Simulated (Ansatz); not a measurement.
`O[SiH2]S[SiH](Cl)Cl` + `CC(O)O[SiH3]` → `C[SiH2]S[SiH](Cl)Cl` + `OC(O)O[SiH3]`  (redistribution)

Gas-phase electronic energies from Ansatz, PBE0-D4/def2-TZVP geometries. CBS: MP2 limit from def2 TZ/QZ plus the TZ coupled-cluster correction, frozen cores. DFT in def2-TZVPP. B3LYP here is the variant with VWN-RPA as its local correlation; programs differ in this. Each species was taken in one conformer, which may not be the lowest.

`O[SiH2]S[SiH](Cl)Cl`:

```xyz
10

O    -1.670    1.031   -1.252
Si   -1.304   -0.447   -0.663
S     0.754   -0.997   -0.996
Si    1.511   -0.150    0.774
Cl    0.969    1.830    0.943
Cl    3.542   -0.270    0.715
H    -1.178    1.775   -0.896
H    -1.540   -0.541    0.800
H    -2.114   -1.418   -1.424
H     1.030   -0.813    1.998
```

`CC(O)O[SiH3]`:

Cartesian coordinates in Å:
```
C 0.629 -0.298 1.489
C 0.113 -0.793 0.164
O 0.802 -1.956 -0.154
O 0.331 0.156 -0.861
Si -0.696 1.387 -1.227
H 1.697 -0.092 1.403
H 0.473 -1.055 2.258
H 0.111 0.616 1.785
H -0.972 -0.993 0.220
H 0.522 -2.239 -1.030
H -2.087 0.868 -1.361
H -0.698 2.441 -0.176
H -0.226 1.957 -2.509
```

`C[SiH2]S[SiH](Cl)Cl`:

```xyz
12

C    -1.364   -0.494   -0.908
Si    0.040   -1.427   -0.122
S     0.776   -0.496    1.686
Si    1.166    1.470    1.057
Cl    2.013    1.532   -0.806
Cl   -0.528    2.617    0.987
H    -2.166   -0.318   -0.189
H    -1.033    0.469   -1.300
H    -1.763   -1.082   -1.740
H    -0.400   -2.754    0.379
H     1.169   -1.609   -1.065
H     2.091    2.093    2.020
```

`OC(O)O[SiH3]`:

```xyz
11

O    -0.909    1.252    0.509
C     0.119    0.442    0.938
O    -0.194   -0.057    2.191
O     0.344   -0.646    0.087
Si    0.281   -0.503   -1.565
H    -1.734    0.814    0.751
H     1.016    1.074    0.961
H     0.239   -0.911    2.276
H     1.059    0.680   -2.015
H    -1.114   -0.395   -2.060
H     0.894   -1.751   -2.074
```

```json
{"level": "ωB97M-V", "ΔE (kJ/mol)": "87.5"}
{"level": "B2PLYP", "ΔE (kJ/mol)": "94.4"}
{"level": "r2SCAN", "ΔE (kJ/mol)": "88.2"}
{"level": "B3LYP", "ΔE (kJ/mol)": "93.0"}
```

(1) What does CCSD(T)/CBS give? (Estimate.)

Largest T1 diagnostic among the species: 0.012.

## Answers

(1) Computed: +95.0 kJ/mol. The listed levels differ from it by -7.5, -0.6, -6.8, -2.0 kJ/mol.

The D4 term adds −3.1 kJ/mol with B3LYP and −2.0 kJ/mol with PBE0; it sums over pairs of atoms, weighted by their polarisabilities, and B3LYP, whose exchange is more repulsive, gets the larger term.
